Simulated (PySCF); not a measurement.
Zn⁺ (zinc, charge +1) across methods

[Ar] 3d10 4p1, 2P determinant (an excited configuration). All numbers are calculated (PySCF 2.14, no relativity, point nucleus, in dyall-av2z). The B2PLYP total includes its PT2 part (frozen core); its orbital energies are those of the SCF part.

| method | E (hartree) | mean ε 3d α (eV) | mean ε 3d β (eV) | mean ε 4p α (eV) | Σ⟨r²⟩ (bohr²) | ⟨S²⟩ |
| --- | --- | --- | --- | --- | --- | --- |
| CAM-B3LYP | -1778.967 | -26.236 | -26.167 | -10.897 | 26.77 | 0.752 |
| PBE0 | -1778.616 | -24.681 | -24.606 | -9.853 | 26.85 | 0.752 |
| r2SCAN | -1778.839 | -22.044 | -21.958 | -9.384 | 26.57 | 0.754 |
| UHF | -1777.33781 | -32.631 | -32.633 | -11.169 | 27.87 | 0.752 |
| LDA | -1775.964 | -22.164 | -22.062 | -9.269 | 26.60 | 0.751 |
| PBEsol | -1777.208 | -21.791 | -21.691 | -9.208 | 26.67 | 0.752 |
| r2SCAN0 | -1778.808 | -24.905 | -24.842 | -9.941 | 26.69 | 0.753 |
| PBE | -1778.592 | -21.799 | -21.700 | -9.254 | 26.79 | 0.752 |
| B2PLYP | -1778.572 | -27.667 | -27.620 | -10.320 | 27.12 | 0.752 |
